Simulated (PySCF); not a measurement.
LDA on Fe⁻ (iron, charge -1), [Ar] 3d7 4s2, high-spin 4F determinant. All numbers are calculated (PySCF 2.14, the non-relativistic Hamiltonian (point nucleus), in aug-cc-pVTZ).

```
cycle= 1 E= -1261.10887193005  delta_E= 0.0964  |g|= 0.737  |ddm|= 2.39
cycle= 2 E= -1260.38160382764  delta_E= 0.727  |g|= 1.98  |ddm|= 2.19
cycle= 3 E= -1261.2043462654  delta_E= -0.823  |g|= 0.379  |ddm|= 1.97
cycle= 4 E= -1261.2398597234  delta_E= -0.0355  |g|= 0.185  |ddm|= 0.673
cycle= 5 E= -1261.25264750782  delta_E= -0.0128  |g|= 0.0593  |ddm|=  0.4
cycle= 6 E= -1261.25441765712  delta_E= -0.00177  |g|= 0.00292  |ddm|= 0.117
cycle= 7 E= -1261.25441953781  delta_E= -1.88e-06  |g|= 0.000526  |ddm|= 0.00303
cycle= 8 E= -1261.25441960469  delta_E= -6.69e-08  |g|= 3.85e-05  |ddm|= 0.000608
cycle= 9 E= -1261.25441960502  delta_E= -3.27e-10  |g|= 8.18e-06  |ddm|= 7.26e-05
converged SCF energy = -1261.25441960502  <S^2> = 3.8061916  2S+1 = 4.0279978
```

Highest occupied orbital energy: 2.591 eV; ⟨L²⟩ = 12.02; populations by l: s 8.00, p 12.00, d 7.00, f 0.00.

Task: Can this result be used?

Result: With care. The calculation finished and met its thresholds. At LDA the highest occupied level has a positive energy, so only the finite basis holds that electron; in a semilocal or global hybrid functional this comes from self-interaction and does not mean that the real anion is unbound.
